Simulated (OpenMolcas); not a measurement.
Pm3+: moving or changing the point charges

Pm3+ among 3 point charges of -1 e arranged as a planar triangle (D3h), 2.6 Å from the ion.
```
   2.6000    0.0000    0.0000  -1.00
  -1.3000    2.2517    0.0000  -1.00
  -1.3000   -2.2517    0.0000  -1.00
```

- Program: OpenMolcas
- Method: CASSCF
- Basis: ANO-RCC-VDZP [7s6p4d2f1g]
- Scalar Hamiltonian: DKH2, point nucleus
- Active space: 4 electrons in 7 orbitals (4f)
- State averaging: 2S+1 = 5 even, 35 roots (32 in the spin-orbit step); 2S+1 = 3 even, 117 roots kept (CI in the orbitals of an earlier block, 106 in the spin-orbit step); 2S+1 = 1 even, 75 roots kept (CI in the orbitals of an earlier block, 31 in the spin-orbit step)
- Spin-orbit coupling: state interaction with AMFI integrals over the reference wave functions

Runs around this geometry, states (labels of D3, the rotations of D3h). Energies in cm-1 above the lowest state or level, χT in cm3 K/mol.

```csv
R (Å),Ground state,First state of that spin,First gap with spin-orbit (degeneracies),Width of lowest J,χT at 300 K
2.6,2S+1 = 5,5E 88.9,"111.2 (2, 1)",309,0.993
2.8,2S+1 = 5,5E 72.9,"92.2 (2, 1)",250,0.996
2.97,2S+1 = 5,5E 62.3,"79.2 (2, 1)",210,0.998
```

Taking the width of the lowest J multiplet as R^-n, n = -ln(210 / 309) / ln(2.97 / 2.6) = 2.9 between the shortest and longest distance.

High states are left out of the spin-orbit mixing, which shifts the levels that they would mix with. Point charges carry no covalency, so the field is a model and not that of real ligands. An unlabelled pair can be two single states that coincide in this model. No measured value stands beside these numbers.

A state without a sure symmetry label is named by its multiplicity alone.
